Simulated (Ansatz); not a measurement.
Basis-set extrapolation for C2H5ClOSSi (`C[Si](S)(Cl)C=O`) (PBE0-D4/def2-TZVP geometry, frozen core, Ansatz 0.2.0). Multiplicity 1, RHF reference.

```
                       def2-TZVPP    def2-QZVPP
                 HF  -1299.657278  -1299.697056
    MP2 correlation     -1.041377     -1.126488
CCSD(T) correlation     -1.146997       not run
```

Energies in hartree. Use E(X) = E(∞) + A·exp(−7.88·√X) for Hartree–Fock and E(X) = E(∞) + B·X^(−2.97) for correlation, with X = 3 and 4, and add CCSD(T) minus MP2 of the smaller set to the MP2 limit.

**Question.** What is the CCSD(T) energy at the basis-set limit?

**Answer.** HF limit: -1299.697056 + (-0.039778) × 0.13774 = -1299.70254. MP2 limit: -1.126488 + (-0.085111) × 0.74074 = -1.18953. Higher-order term: -1.146997 − (-1.041377) = -0.10562. Total: -1300.99769 hartree, 121.4 kcal/mol below CCSD(T)/def2-TZVPP.
